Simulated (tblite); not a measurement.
Calculated harmonic vibrations of the isolated species, GFN2-xTB (tblite), most abundant isotopes, no scaling. The method is semi-empirical: single wavenumbers can be off by several per cent or more. One conformer each. Open shells enter through the occupations alone, without spin polarisation, and single modes of such species can be off by tens of per cent. Thermal functions are those of the rigid rotor and harmonic oscillator, without mixing of conformers.

Question: Order these by their heat capacity Cp at 298.15 K, highest first (J/(mol K)).
A. `[CH2]C(=C)N=C` [radical]
B. `CC(C)[C@@H]1OC[C]1O` [radical]
C. `C=C(C)[CH]OCOC` [radical]
D. `F[C@@H]1C=CC=C[CH+]1`

Answer: C (156.6), B (148.7), D (104.6), A (96.4).

| SMILES | atoms | mass (u) | symmetry number | modes under 300 cm⁻¹ | ZPE (kJ/mol) | S translation (J/(mol K)) | S rotation | S vibration | S spin | S | Cp |
| --- | --- | --- | --- | --- | --- | --- | --- | --- | --- | --- | --- |
| C=C(C)[CH]OCOC | 19 | 115.08 | 1 | 8 | 409.8 | 168.0 | 120.4 | 136.7 | 5.8 | 430.9 | 156.6 |
| CC(C)[C@@H]1OC[C]1O | 19 | 115.08 | 1 | 7 | 416.9 | 168.0 | 118.9 | 103.1 | 5.8 | 395.8 | 148.7 |
| F[C@@H]1C=CC=C[CH+]1 | 13 | 97.05 | 1 | 1 | 254.7 | 165.9 | 113.0 | 40.1 | 0.0 | 319.1 | 104.6 |
| [CH2]C(=C)N=C | 11 | 68.05 | 1 | 2 | 222.4 | 161.5 | 105.5 | 41.9 | 5.8 | 314.7 | 96.4 |

Entropies and Cp are for 298.15 K and 1 bar.
